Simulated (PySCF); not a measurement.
**Two-component Hartree-Fock for Nd²⁺ (neodymium, charge +2)**

Start: [Xe] 4f4; 4f5/2 filled at m_j = -1/2, +1/2, +3/2, +5/2. Calculated with PySCF 2.14 in x2c-SVPall-2c (7s10p9d3f1g, 112 functions): generalised Hartree-Fock with the X2C-1e Hamiltonian and a Gaussian nucleus; one run each with spin-orbit coupling (SO) switched off, then screened by Boettger's factors.

| spinor shell | electrons | ε, spin-free (eV) | ε, screened SO (eV) | weight of nominal j (screened SO) | rms radius, screened SO (bohr) |
| --- | --- | --- | --- | --- | --- |
| 1s1/2 | 2 | -43792.9 | -43786.3 | 1.000 | 0.0270 |
| 2s1/2 | 2 | -7206.3 | -7204.3 | 1.000 | 0.109 |
| 2p1/2 | 2 | -6437.2 | -6802.1 | 1.000 | 0.0938 |
| 2p3/2 | 4 | -6437.2 | -6277.7 | 1.000 | 0.0998 |
| 3s1/2 | 2 | -1620.0 | -1619.3 | 1.000 | 0.283 |
| 3p1/2 | 2 | -1372.0 | -1446.7 | 1.000 | 0.275 |
| 3p3/2 | 4 | -1372.0 | -1338.9 | 1.000 | 0.288 |
| 3d3/2 | 4 | -1027.6 | -1041.4 | 0.997 | 0.260 |
| 3d5/2 | 6 | -1027.6 | -1017.6 | 0.998 | 0.263 |
| 4s1/2 | 2 | -352.38 | -352.14 | 1.000 | 0.645 |
| 4p1/2 | 2 | -268.47 | -285.89 | 0.982 | 0.668 |
| 4p3/2 | 4 | -268.47 | -260.56 | 0.991 | 0.695 |
| 4d3/2 | 4 | -145.99 | -152.27 | 0.773 | 0.762 |
| 4d5/2 | 6 | -145.99 | -141.57 | 0.849 | 0.767 |
| 5s1/2 | 2 | -62.795 | -62.749 | 1.000 | 1.58 |
| 5p1/2 | 2 | -40.097 | -42.921 | 0.926 | 1.78 |
| 5p3/2 | 4 | -40.097 | -38.810 | 0.963 | 1.88 |
| 4f5/2 | 4 | -24.408 | -24.409 | 0.700 | 1.14 |

```json
{"quantity": "E (hartree)", "spin-free": "-9616.63235", "screened SO": "-9621.42381"}
{"quantity": "M_J", "spin-free": "4", "screened SO": "4"}
{"quantity": "⟨J²⟩", "spin-free": "24.008", "screened SO": "23.429"}
{"quantity": "⟨L²⟩", "spin-free": "42.004", "screened SO": "41.882"}
{"quantity": "⟨S²⟩", "spin-free": "6.003", "screened SO": "5.994"}
```

The determinant has a definite M_J but mixes levels of different J.

Each row is a mean over spinors that exchange with the open shell spreads, by up to 10.035 eV (4d3/2).

Rows whose weight is well below 1 are mixtures of j = l ± 1/2: exchange outweighs spin-orbit coupling there, and the label is only the starting occupation.

Breit and QED terms are absent; they matter most for the inner s and p1/2 levels.

Densities and radii are taken from the X2C orbitals without a picture-change correction, which distorts them close to the nucleus.

Without spin-orbit coupling the j labels of p, d and f shells carry no meaning; the spin-free column gives the mean over the occupied spinors of each nl shell, and its ⟨J²⟩ belongs to a mixture of degenerate components.
